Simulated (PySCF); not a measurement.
## Low-lying terms of K⁺ (potassium, charge +1)

Ground state [Ar], ¹S. Calculation: PySCF 2.14, in x2c-SVPall with two added diffuse shells each of s, d type (7s3p4d, 36 functions); scalar relativity by spin-free X2C-1e. Vertical excitation energies in eV without spin-orbit coupling; excited terms of each kind are numbered among those the solver found. Frozen: [Ne].

```csv
term,leading excitation,EOM-EE-CCSD
1 3P°,3p → s,20.916
1 1P°,3p → s,21.196
1 3S,3p → p,23.352
1 3D,3p → p,23.665
1 1D,3p → p,23.732
1 1P,3p → p,23.859
1 3P,3p → p,23.859
1 1S,3p → p,24.290
2 1P°,3p → d,25.576
2 3P°,3p → s,26.944
1 3F°,3p → d,27.785
1 1F°,3p → d,27.946
```

Only the lower part of the computed list is shown. The solver can miss terms. Rydberg members are limited by the diffuse functions of the basis.
